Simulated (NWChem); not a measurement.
# CaHOBr; SMILES [OH][Ca][Br]

```xyz
4

Ca     0.2311     1.1547    -0.0001
Br    -0.0492    -1.4744     0.0001
O     -0.2857     3.0665     0.0012
H     -0.6141     3.9778    -0.0107
```
Atoms are numbered in this order, from 1.

The geometry was optimised at PBE-D3(BJ)/def2-SVP.

Problem. List the 6 lowest vertical singlet excitations from Hartree-Fock/def2-SVPD, CIS (NWChem).

Solution. 
| state | energy (eV) | oscillator strength | leading excitation (squared amplitude) |
|---|---|---|---|
| S1 | 6.00 | 0.075 | HOMO → LUMO (0.82) |
| S2 | 6.00 | 0.076 | HOMO−1 → LUMO (0.82) |
| S3 | 6.57 | 0.052 | HOMO−2 → LUMO (0.81) |
| S4 | 7.21 | 0.047 | HOMO−3 → LUMO (0.76) |
| S5 | 7.22 | 0.057 | HOMO−4 → LUMO (0.75) |
| S6 | 7.35 | 0.000 | HOMO → LUMO+1 (0.74) |
